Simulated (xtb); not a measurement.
C4H4N, charge -1, singlet, at a GFN2-xTB geometry; xtb 6.7.1 with GFN2-xTB with GBSA(thf).

xtb was given this input:
```
$ xtb mol.xyz --gfn 2 --chrg -1 --gbsa thf --json

# file mol.xyz
9

N      0.00135108     0.00173308     1.21751097
C     -0.01500549     1.06923896     0.39319322
C      0.01588149    -1.06811529     0.39620139
C     -0.01118107     0.70029452    -0.93977087
C      0.00909751    -0.70296717    -0.93779588
H     -0.02908580     2.07570398     0.80242499
H      0.03087320    -2.07341123     0.80826457
H     -0.02164288     1.35671867    -1.80402983
H      0.01764323    -1.36184916    -1.80020364
```

**Question.** Write the output that xtb gives for this input, abridged.

**Answer.** 
```
   ID    Z sym.   atoms
    1    7 N      1
    2    6 C      2-5
    3    1 H      6-9

           -------------------------------------------------
          |                Calculation Setup                |
           -------------------------------------------------

           -------------------------------------------------
          |                 G F N 2 - x T B                 |
           -------------------------------------------------

      * Solvation model:               GBSA
        Solvent                        thf
        Parameter file                 internal GFN2-xTB/GBSA
        Dielectric constant                7.6000E+00
        Reference state                gsolv [1 M gas/solution]
        Free energy shift                  3.3994E-03 Eh       2.1331E+00 kcal/mol
        Temperature                        2.9815E+02 K
        Density                            8.8300E-01 kg/L
        Solvent mass                       7.2106E+01 g/mol
        Interaction kernel             Still
        Born radius scaling (c1)           1.5128E+00
        Born radii integrator          GBOBC
        Born offset                        6.0704E-04 a0       1.1471E-03 AA
        H-bond correction              true
        Ion screening                  false
        Surface tension                    1.0000E-05 Eh       1.5569E+01 dyn/cm
        Grid points                               230 per atom

          ...................................................
          :                      SETUP                      :
          :.................................................:
          :  # basis functions                  24          :
          :  # atomic orbitals                  24          :
          :  # shells                           14          :
          :  # electrons                        26          :
          :  max. iterations                   250          :
          :  Hamiltonian                  GFN2-xTB          :
          :  restarted?                      false          :
          :  GBSA solvation                   true          :
          :  PC potential                    false          :
          :  electronic temp.          300.0000000     K    :
          :  accuracy                    1.0000000          :
          :  -> integral cutoff          0.2500000E+02      :
          :  -> integral neglect         0.1000000E-07      :
          :  -> SCF convergence          0.1000000E-05 Eh   :
[...]
         :: total energy             -13.765618683611 Eh    ::
[...]
     2   6 C        3.167     0.006    27.523     8.573
     3   6 C        3.167     0.006    27.523     8.573
     4   6 C        3.045    -0.091    30.229     9.017
     5   6 C        3.045    -0.091    30.229     9.017
     6   1 H        0.925    -0.108     5.835     3.777
     7   1 H        0.925    -0.108     5.834     3.777
     8   1 H        0.925    -0.105     5.733     3.744
     9   1 H        0.925    -0.105     5.733     3.744

 Mol. C6AA /au·bohr⁶  :       1346.635404
 Mol. C8AA /au·bohr⁸  :      30718.297709
 Mol. α(0) /au        :         58.550432

Wiberg/Mayer (AO) data.
largest (>0.10) Wiberg bond orders for each atom

 ---------------------------------------------------------------------------
     #   Z sym  total        # sym  WBO       # sym  WBO       # sym  WBO
 ---------------------------------------------------------------------------
     1   7 N    2.939 --     3 C    1.369     2 C    1.369
     2   6 C    3.948 --     4 C    1.467     1 N    1.369     6 H    0.960
     3   6 C    3.948 --     5 C    1.467     1 N    1.369     7 H    0.960
     4   6 C    3.943 --     2 C    1.467     5 C    1.361     8 H    0.964
     5   6 C    3.943 --     3 C    1.467     4 C    1.361     9 H    0.964
     6   1 H    0.988 --     2 C    0.960
     7   1 H    0.988 --     3 C    0.960
     8   1 H    0.989 --     4 C    0.964
     9   1 H    0.989 --     5 C    0.964
 ---------------------------------------------------------------------------

Topologies differ in total number of bonds
Writing topology from bond orders to xtbtopo.mol

molecular dipole:
                 x           y           z       tot (Debye)
 q only:       -0.000      -0.000      -0.218
   full:       -0.001      -0.001      -0.687       1.747
molecular quadrupole (traceless):
                xx          xy          yy          xz          yz          zz
 q only:        5.300       0.107      -2.132      -0.010      -0.002      -3.168
  q+dip:        3.021       0.038       0.422      -0.007      -0.006      -3.444
   full:        4.040       0.054       0.283      -0.009      -0.007      -4.323

           -------------------------------------------------
          | TOTAL ENERGY              -13.765618683611 Eh   |
          | GRADIENT NORM               0.005631144726 Eh/α |
          | HOMO-LUMO GAP               5.417939872622 eV   |
           -------------------------------------------------

normal termination of xtb
```
